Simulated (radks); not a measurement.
Results of a calculation; reference values are marked as such.
Pr2+, 57 electrons, occupied as [Xe] 4f2.5 5d0.5 (fractional occupations, a model configuration).

Level of theory: Dirac Kohn-Sham, Wu-Cohen GGA, spin-unpolarised, spherical densities, finite nucleus; open shells are shared between the two j in proportion to 2j + 1; Fermi nuclear charge, rms radius 4.8919 fm (a radial shooting solver on a logarithmic mesh with Libxc functionals).

Energy parts (eV):
| part | energy |
|---|---|
| total | -251450.64 |
| kinetic | 270431.08 |
| electron-nucleus | -612693.83 |
| Hartree | 96671.97 |
| exchange-correlation | -5859.86 |

Orbitals (lengths in bohr, moments of r in powers of bohr; r(90%) holds 90 % of the orbital's charge):
orbital,occ.,eigenvalue (eV),<r^4>,<r^2>,r(90%)
1s1/2,2,-41785.53,1.646e-06,0.0007898,0.0435
2s1/2,2,-6732.782,0.0002692,0.01248,0.159
2p1/2,2,-6365.390,0.0001688,0.009131,0.142
2p3/2,4,-5883.119,0.0002122,0.01039,0.150
3s1/2,2,-1465.193,0.01088,0.08472,0.400
3p1/2,2,-1308.700,0.01008,0.07965,0.393
3p3/2,4,-1213.186,0.01198,0.08710,0.411
3d3/2,4,-939.5553,0.009075,0.07097,0.384
3d5/2,6,-918.9700,0.009576,0.07308,0.389
4s1/2,2,-303.8891,0.2779,0.4369,0.894
4p1/2,2,-245.2829,0.3246,0.4655,0.931
4p3/2,4,-224.6336,0.3846,0.5067,0.971
4d3/2,4,-128.2788,0.5907,0.6015,1.08
4d5/2,6,-124.6476,0.6241,0.6181,1.10
5s1/2,2,-53.3785,9.208,2.503,2.15
5p1/2,2,-37.5204,15.24,3.165,2.44
5p3/2,4,-34.5890,18.45,3.482,2.56
4f5/2,1.07143,-16.5960,6.686,1.537,1.88
4f7/2,1.42857,-16.2247,7.087,1.577,1.90
5d3/2,0.2,-14.3205,94.74,7.471,3.87
5d5/2,0.3,-14.0591,100.6,7.706,3.93

The highest occupied level is 5d5/2 at -14.059 eV. The density falls to 0.001 e/bohr^3 at r = 3.74 bohr. The electron density at the nucleus is 4.166e+05 e/bohr^3.
